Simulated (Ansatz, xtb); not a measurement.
# AgGeH4OS+: which of two structures lies lower

We compare I, a singlet given by its coordinates, with II, a singlet given by its coordinates. Both are isolated ions in the gas phase, relaxed with B3LYP-D3(BJ)/def2-SVP.

I (Å):

```xyz
8

Ag   -2.7712   -3.2828   -1.6933
Ge   -2.0324   -1.9636    0.2716
O    -2.1488    0.0606   -0.4087
S     0.0685   -1.8414    0.9470
H    -1.3192    0.5437   -0.2347
H    -2.8857    0.6334   -0.1311
H    -2.8509   -1.6726    1.5498
H     0.6108   -2.3344   -0.1918
```

Close contacts (Å): Ag1–Ge2 2.48, Ge2–O3 2.14, Ge2–S4 2.21, Ge2–H7 1.55, O3–H5 0.98, O3–H6 0.97, S4–H8 1.35.

II (Å):

```yaml
atoms:
  - { symbol: Ag, position_ang: [-0.5021, 0.7486, 2.0393] }
  - { symbol: Ge, position_ang: [-1.9317, -0.4946, 0.4449] }
  - { symbol: O, position_ang: [-0.5126, -1.5546, -0.7584] }
  - { symbol: S, position_ang: [-2.9960, -2.2681, 1.2284] }
  - { symbol: H, position_ang: [-0.5408, -2.5185, -0.6150] }
  - { symbol: H, position_ang: [-0.4477, -1.3987, -1.7170] }
  - { symbol: H, position_ang: [-3.8440, -2.4107, 0.1799] }
  - { symbol: H, position_ang: [-2.6879, 0.0463, -0.7912] }
```

Close contacts (Å): Ag1–Ge2 2.48, Ge2–O3 2.14, Ge2–S4 2.21, Ge2–H8 1.55, O3–H5 0.97, O3–H6 0.97, S4–H7 1.36.

Energies in hartree; the thermal terms are from B3LYP-D3(BJ)/def2-SVP harmonic frequencies (ideal gas, rigid rotor, one conformer each, 298.15 K, 1 atm) and include the zero-point energy:

```
                               I            II
E, CCSD(T)/def2-SVP  −2696.481407  −2696.480550
    E, MP2/def2-SVP  −2696.445930  −2696.445206
  E, MP2/def2-TZVPP  −2697.435293  −2697.434648
  zero-point energy      0.042860      0.042504
       H(298 K) − E      0.051872      0.051639
       G(298 K) − E      0.007920      0.007298
```

Q: Correct the CCSD(T) difference for the basis set by the MP2 change, then work out ΔE, ΔE₀, ΔH and ΔG for I → II in kcal/mol (1 Eh = 627.51 kcal/mol) and the equilibrium ratio [II]/[I].

A: 1. Differences II − I: CCSD(T) +0.000857, MP2 in the small set +0.000724, MP2 in the large set +0.000645 Eh.
2. ΔE = +0.000857 + (+0.000645 − (+0.000724)) = +0.000778 Eh = +0.49 kcal/mol.
3. ΔE₀ = ΔE + ΔZPE = +0.000778 + (−0.000356) Eh = +0.26 kcal/mol.
4. ΔH = ΔE + (−0.000233) Eh = +0.34 kcal/mol.
5. ΔG = ΔE + (−0.000622) Eh = +0.10 kcal/mol, so ΔS = (ΔH − ΔG)/T = +3.4 J/(mol K).
6. kT = 0.9442 mEh, so K = [II]/[I] = exp(−ΔG/kT) = exp(−0.17) ≈ 0.85.

The two are too close for this level to say which is favoured. An error of 1 kcal/mol in ΔG would change K by a factor of 5.4. Mirror images and further conformers aren't counted.

Other levels gave ΔE = +0.7 (B3LYP-D3(BJ)/def2-SVP); +0.3 (HF/def2-SVP); +0.5 (MP2/def2-SVP); +0.5 (CCSD(T)/def2-SVP) kcal/mol. The correlated steps freeze 15 core orbitals; the filled d shell of Ge is correlated; the last core shell of Ag is correlated, in a basis made for valence electrons. Atoms past krypton carry core potentials in the def2 sets, without spin–orbit terms. Programs: Ansatz 0.2.0.
